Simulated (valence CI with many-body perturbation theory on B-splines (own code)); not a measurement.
Values are calculated unless marked as measured or tabulated.
Energy levels of Pd XXXIX

Method: configuration interaction combined with many-body perturbation theory (CI+MBPT): six valence electrons over a frozen Dirac-Fock core [He], a basis of 9 s, 9 p, 8 d, 6 f, 3 g, 1 h functions for each j, with the one-electron correlation potential Σ1 (screened to all orders), the two-electron term Σ2, the three-electron term Σ3, Breit, model QED; selected single and double excitations, second order for the rest, scaled by the run's own slope (own B-spline code, finite nucleus).

The last digits are not significant, and no measured levels were compared; by estimate large intervals hold to a few tenths of a per cent, small ones and those within an open d or f shell to about a per cent. Among the levels kept, up to 2200 cm⁻¹ of a level comes from second order outside the variational space, and about a tenth of that is noise between levels of different J, which matters for small intervals.

Levels 1 to 45 of 71, with energies above the lowest level, (2s^2 2p1/2^2 2p3/2^2) J=2. "Leading %" is the weight of the configuration and term that name the level; weights of strongly mixed levels are sums over their largest components and can fall short. In the jj column 3d3/2^4 stands for four electrons in 3d with j = 3/2.

```tsv
No.	Configuration	Term	J	E (eV)	Leading %	g	Leading jj
1	2s2 2p4	3P	2	0.0	73	1.351	2s^2 2p1/2^2 2p3/2^2 (100 %)
2	2s2 2p4	1S	0	29.8	58		2s^2 2p1/2^2 2p3/2^2 (99 %)
3	2s2 2p4	3P	1	161.9	100	1.489	2s^2 2p1/2 2p3/2^3 (100 %)
4	2s2 2p4	1D	2	176.9	73	1.123	2s^2 2p1/2 2p3/2^3 (100 %)
5	2s2 2p4	3P	0	350.0	59		2s^2 2p3/2^4 (99 %)
6	2s 2p5	3P°	2	373.1	100	1.488	2s 2p1/2^2 2p3/2^3 (100 %)
7	2s 2p5	3P°	1	413.7	55	1.262	2s 2p1/2^2 2p3/2^3 (95 %)
8	2s 2p5	3P°	0	541.5	100		2s 2p1/2 2p3/2^4 (100 %)
9	2s 2p5	1P°	1	571.7	55	1.210	2s 2p1/2 2p3/2^4 (95 %)
10	2p6	1S	0	816.7	99		2p1/2^2 2p3/2^4 (99 %)
11	2s2 2p3 3s	3P°	2	3137.0	43	1.562	2s^2 2p1/2^2 2p3/2 3s (98 %)
12	2s2 2p3 3s	3S°	1	3142.8	30	1.228	2s^2 2p1/2^2 2p3/2 3s (99 %)
13	2s2 2p3 3p	3P	1	3198.2	29	1.546	2s^2 2p1/2^2 2p3/2 3p1/2 (98 %)
14	2s2 2p3 3p	3P	2	3200.0	24	1.246	2s^2 2p1/2^2 2p3/2 3p1/2 (98 %)
15	2s2 2p3 3p	3D	3	3245.0	44	1.372	2s^2 2p1/2^2 2p3/2 3p3/2 (98 %)
16	2s2 2p3 3p	3P	1	3245.3	38	1.420	2s^2 2p1/2^2 2p3/2 3p3/2 (98 %)
17	2s2 2p3 3p	3P	2	3259.8	39	1.328	2s^2 2p1/2^2 2p3/2 3p3/2 (96 %)
18	2s2 2p3 3p	3P	0	3273.6	78		2s^2 2p1/2^2 2p3/2 3p3/2 (97 %)
19	2s2 2p3 3s	5S°	2	3287.9	51	1.568	2s^2 2p1/2 2p3/2^2 3s (98 %)
20	2s2 2p3 3s	3S°	1	3294.4	53	1.294	2s^2 2p1/2 2p3/2^2 3s (99 %)
21	2s2 2p3 3s	3D°	3	3305.6	98	1.321	2s^2 2p1/2 2p3/2^2 3s (98 %)
22	2s2 2p3 3s	1D°	2	3310.4	62	1.043	2s^2 2p1/2 2p3/2^2 3s (94 %)
23	2s2 2p3 3d	3D°	2	3314.1	31	1.048	2s^2 2p1/2^2 2p3/2 3d3/2 (91 %)
24	2s2 2p3 3d	3F°	3	3317.8	26	1.166	2s^2 2p1/2^2 2p3/2 3d3/2 (88 %)
25	2s2 2p3 3d	5D°	1	3319.9	33	1.178	2s^2 2p1/2^2 2p3/2 3d3/2 (96 %)
26	2s2 2p3 3d	3P°	0	3320.3	55		2s^2 2p1/2^2 2p3/2 3d3/2 (97 %)
27	2s2 2p3 3d	3F°	4	3327.9	45	1.279	2s^2 2p1/2^2 2p3/2 3d5/2 (98 %)
28	2s2 2p3 3s	3P°	0	3330.6	98		2s^2 2p1/2 2p3/2^2 3s (98 %)
29	2s2 2p3 3s	3P°	1	3332.1	64	1.313	2s^2 2p1/2 2p3/2^2 3s (95 %)
30	2s2 2p3 3d	3D°	2	3334.5	34	1.274	2s^2 2p1/2^2 2p3/2 3d5/2 (94 %)
31	2s2 2p3 3d	3D°	3	3345.5	41	1.175	2s^2 2p1/2^2 2p3/2 3d5/2 (86 %)
32	2s2 2p3 3p	5P	1	3348.1	43	1.624	2s^2 2p1/2 2p3/2^2 3p1/2 (98 %)
33	2s2 2p3 3d	3D°	1	3350.2	41	0.985	2s^2 2p1/2^2 2p3/2 3d5/2 (93 %)
34	2s2 2p3 3p	3F	2	3354.5	33	1.208	2s^2 2p1/2 2p3/2^2 3p1/2 (98 %)
35	2s2 2p3 3p	3F	3	3367.9	43	1.112	2s^2 2p1/2 2p3/2^2 3p1/2 (99 %)
36	2s2 2p3 3p	3P	2	3386.2	58	1.349	2s^2 2p1/2 2p3/2^2 3p1/2 (96 %)
37	2s2 2p3 3p	3D	1	3389.2	68	0.690	2s^2 2p1/2 2p3/2^2 3p1/2 (89 %)
38	2s2 2p3 3p	5P	3	3394.9	50	1.378	2s^2 2p1/2 2p3/2^2 3p3/2 (96 %)
39	2s2 2p3 3p	3P	2	3395.9	37	1.397	2s^2 2p1/2 2p3/2^2 3p3/2 (97 %)
40	2s2 2p3 3p	3P	0	3396.1	95		2s^2 2p1/2 2p3/2^2 3p3/2 (93 %)
41	2s2 2p3 3p	1P	1	3409.5	42	0.972	2s^2 2p1/2 2p3/2^2 3p3/2 (89 %)
42	2s2 2p3 3p	3D	3	3412.6	64	1.214	2s^2 2p1/2 2p3/2^2 3p3/2 (98 %)
43	2s2 2p3 3p	3F	4	3414.1	100	1.240	2s^2 2p1/2 2p3/2^2 3p3/2 (100 %)
44	2s2 2p3 3p	3P	0	3416.7	66		2s^2 2p1/2 2p3/2^2 3p1/2 (93 %)
45	2s2 2p3 3p	3P	1	3426.7	73	1.420	2s^2 2p1/2 2p3/2^2 3p3/2 (97 %)
```

The ionisation energy to 2s2 2p3 2P°_3/2 of the next ion comes out as 5679.7 eV (NIST: 5683 ± 11 eV (semi-empirical)). All 71 levels together are meant to be complete up to 3521.6 eV.
